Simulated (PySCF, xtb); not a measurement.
Ti(F)2(OH)2 (F2H2O2Ti), SMILES [OH][Ti]([OH])([F])[F], multiplicity 1. Other conformers were not sampled.

Harmonic wavenumbers (cm⁻¹) from xtb with GFN2-xTB at its own minimum, in rising order: 164, 171, 175, 178, 201, 225, 243, 315, 336, 546, 602, 692, 735, 3638, 3642.

### Question
What does B3LYP-D3(BJ)/def2-SVP (PySCF) give at its own minimum? (An estimate is asked for; the answer gives what the named calculation found.)

### Answer
47, 139, 193, 205, 222, 225, 270, 328, 437, 729, 798, 824, 837, 3877, 3899. Paired by order, the mean absolute difference is 98 cm⁻¹ and the zero-point energies are 17.0 and 18.6 kcal/mol.
